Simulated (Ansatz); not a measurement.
Calculated with Ansatz (gas phase, PBE0-D4/def2-TZVP geometries, no zero-point term in ΔE). CCSD(T)/CBS adds triple-zeta CCSD(T) − MP2 to the extrapolated MP2 energy (def2 sets, frozen cores). DFT in def2-TZVPP. One conformer a species, not always the lowest.

`COB(C)F` → `CBC(O)F`  (isomerisation)

Task: Is it downhill or uphill in electronic energy at CCSD(T)/CBS, and by how much? (Estimate.)

Result: Ansatz gave: Uphill: ΔE = +352.3 kJ/mol.

Task: What do these levels give: ωB97M-V, B2PLYP, PBE, PBE0, MP2/def2-TZVPP, MP2/def2-QZVPP? (Estimate.)

Result: The calculation gave: ωB97M-V 348.1, B2PLYP 353.3, PBE 334.5, PBE0 343.6, MP2/def2-TZVPP 360.9, MP2/def2-QZVPP 360.8 kJ/mol.

Largest T1 diagnostic among the species: 0.012.

From PBE to PBE0 (25 % exact exchange), in def2-TZVPP and without D4, ΔE moves by +9.1 kJ/mol.
